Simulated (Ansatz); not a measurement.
Basis-set extrapolation for `CN([SiH3])[SiH2]F` (PBE0-D4/def2-TZVP geometry, frozen core, the Gaussian-basis code of Ansatz). Multiplicity 1, RHF reference.

```json
{"": "HF", "def2-TZVPP": "-774.498219", "def2-QZVPP": "-774.526822"}
{"": "MP2 correlation", "def2-TZVPP": "-0.887261", "def2-QZVPP": "-0.956410"}
{"": "CCSD(T) correlation", "def2-TZVPP": "-0.970872", "def2-QZVPP": "not run"}
```

Energies in hartree. Use E(X) = E(∞) + A·exp(−7.88·√X) for Hartree–Fock and E(X) = E(∞) + B·X^(−2.97) for correlation, with X = 3 and 4, and add CCSD(T) minus MP2 of the smaller set to the MP2 limit.

What is the CCSD(T) energy at the basis-set limit?

HF limit: -774.526822 + (-0.028603) × 0.13774 = -774.53076. MP2 limit: -0.956410 + (-0.069149) × 0.74074 = -1.00763. Higher-order term: -0.970872 − (-0.887261) = -0.08361. Total: -775.62200 hartree, 4.16 eV below CCSD(T)/def2-TZVPP.
